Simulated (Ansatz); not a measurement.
Start from `[Cl][Ge]([Cl])([Cl])[I]` and change one atom or group to get `[OH][Ge]([Cl])([Cl])[Cl]`.

Ansatz, PBE0-D4/def2-TZVP geometries, multiplicity 1. Each molecule was computed in one conformer, which needn't be the lowest.

Elements past krypton have def2 core potentials. Scalar relativity is left out up to krypton.

| property | `[Cl][Ge]([Cl])([Cl])[I]` |
| --- | --- |
| HOMO energy (ωB97M-V/def2-TZVPP) / eV | -10.57 |
| LUMO energy (ωB97M-V/def2-TZVPP) / eV | -0.72 |
| LUMO energy (PBE/def2-TZVPP) / eV | -3.53 |
| HOMO–LUMO gap (PBE/def2-TZVPP) / eV | 3.70 |
| size of the dipole moment (PBE/def2-TZVPP) / D | 0.98 |
| HOMO energy (PBE/def2-TZVPP) / eV | -7.23 |

(1) What does the change do to each property? (Estimate.)

## Answers

(1) The calculation gave: 
| property | `[OH][Ge]([Cl])([Cl])[Cl]` | shift |
| --- | --- | --- |
| HOMO energy (ωB97M-V/def2-TZVPP) / eV | -11.77 | -1.20 |
| LUMO energy (ωB97M-V/def2-TZVPP) / eV | 0.41 | 1.13 |
| LUMO energy (PBE/def2-TZVPP) / eV | -2.68 | 0.85 |
| HOMO–LUMO gap (PBE/def2-TZVPP) / eV | 5.31 | 1.61 |
| size of the dipole moment (PBE/def2-TZVPP) / D | 1.39 | 0.41 |
| HOMO energy (PBE/def2-TZVPP) / eV | -7.99 | -0.76 |

With PBE0 the HOMO falls by 1.07 eV and the LUMO rises by 1.01 eV, so the gap widens by about 2.08 eV. PBE moves the HOMO by -0.76 eV and ωB97M-V by -1.20 eV. The zero-point energy changes by 34.0 kJ/mol with +3 modes. Dipoles are sizes alone; their direction can turn.

Spin–orbit coupling is left out; it splits and shifts lone-pair levels of the heavy atoms by tenths of an eV.
